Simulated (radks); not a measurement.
All-electron calculation, scalar-relativistic Kohn-Sham, exchange-only LDA, spin-polarised, spherical densities, finite nucleus; Fermi nuclear charge, rms radius of each element as measured or else 0.836 A^(1/3) + 0.57 fm. Program: a radial shooting solver on a logarithmic mesh with Libxc functionals. Response by self-consistent Sternheimer equations with the Hartree and adiabatic exchange-only LDA kernel, the relativistic mass of each level held fixed and spin-orbit coupling left out. Rank Mn7+, K+, V5+, Ti4+, Sc3+, Cr6+, Ar, Fe8+, Ca2+ (NIST ground configurations) by static dipole polarisability, largest first.

Answer. Ar 12.79, K+ 5.918, Ca2+ 3.406, Sc3+ 2.189, Ti4+ 1.508, V5+ 1.090, Cr6+ 0.8166, Mn7+ 0.6290, Fe8+ 0.4956 bohr^3.
